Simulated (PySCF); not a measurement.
## Bonding in `C[C@]([SiH3])(Cl)CC#N`

Species: C4H8ClNSi.
Numbering: `[CH3:1][C@:2]([SiH3:3])([Cl:4])[CH2:5][C:6]#[N:7]` (hydrogens: H8, H9, H10 on C1; H11, H12, H13 on Si3; H14, H15 on C5)

Geometry (GFN2-xTB, Å), atoms numbered from 1 in this order:
```
atom  x, y, z in Å
C1    -0.7857   -1.3094    0.3583
C2    -0.3087   -0.1122   -0.4410
Si3   -0.8328    1.5785    0.3146
Cl4   -1.1309   -0.1545   -2.0585
C5     1.1935   -0.2087   -0.7183
C6     1.9440   -0.1682    0.5091
N7     2.5350   -0.1425    1.4873
H8    -0.5524   -2.2448   -0.1512
H9    -0.2947   -1.3127    1.3307
H10   -1.8610   -1.2634    0.5145
H11   -0.2223    1.6955    1.6359
H12   -0.3456    2.6072   -0.6009
H13   -2.2898    1.5664    0.3852
H14    1.4291   -1.1453   -1.2363
H15    1.5179    0.6221   -1.3511
```

Bond orders from the PBE0/pcSseg-1 density (PySCF). The structure is a single GFN2-xTB conformer in the gas phase; no vibrational or solvent corrections.

**Question.** How far do the computed orders between heavy atoms stray from the drawn ones?

**Answer.** The largest departure is 0.213, at C2–Si3 (drawn single, 0.787). Drawn single, order below 0.88: C2–Si3 (0.787).

**Question.** Set the Mayer orders of the bonds beside their lengths.

**Answer.** 
```json
{"bond": "C1–C2", "drawn as": "single", "length (Å)": "1.516", "Mayer order": "0.984"}
{"bond": "C2–Si3", "drawn as": "single", "length (Å)": "1.925", "Mayer order": "0.787"}
{"bond": "C2–Cl4", "drawn as": "single", "length (Å)": "1.815", "Mayer order": "1.028"}
{"bond": "C2–C5", "drawn as": "single", "length (Å)": "1.531", "Mayer order": "0.949"}
{"bond": "C5–C6", "drawn as": "single", "length (Å)": "1.439", "Mayer order": "1.011"}
{"bond": "C6–N7", "drawn as": "triple", "length (Å)": "1.143", "Mayer order": "3.034"}
{"bond": "C1–H8", "drawn as": "single", "length (Å)": "1.090", "Mayer order": "0.955"}
{"bond": "C1–H9", "drawn as": "single", "length (Å)": "1.089", "Mayer order": "0.941"}
{"bond": "C1–H10", "drawn as": "single", "length (Å)": "1.088", "Mayer order": "0.956"}
{"bond": "Si3–H11", "drawn as": "single", "length (Å)": "1.460", "Mayer order": "0.934"}
{"bond": "Si3–H12", "drawn as": "single", "length (Å)": "1.461", "Mayer order": "0.947"}
{"bond": "Si3–H13", "drawn as": "single", "length (Å)": "1.459", "Mayer order": "0.947"}
{"bond": "C5–H14", "drawn as": "single", "length (Å)": "1.096", "Mayer order": "0.912"}
{"bond": "C5–H15", "drawn as": "single", "length (Å)": "1.094", "Mayer order": "0.916"}
```

Bonds between the same two heavy elements. C–C: lowest C2–C5 (0.949, 1.531 Å), highest C5–C6 (1.011, 1.439 Å).

**Question.** Sum the orders of all bonds at each heavy atom with more than one neighbour and set the sums beside the valence in the SMILES.

**Answer.** C1 3.836 (drawn 4), C2 3.748 (drawn 4), Si3 3.615 (drawn 4), C5 3.788 (drawn 4), C6 4.045 (drawn 4). Orders between atoms that aren't bonded are not in these sums.

The Mayer order sums products of elements of PS (density times overlap matrix) between the two atoms' basis functions, so it depends on the basis set.
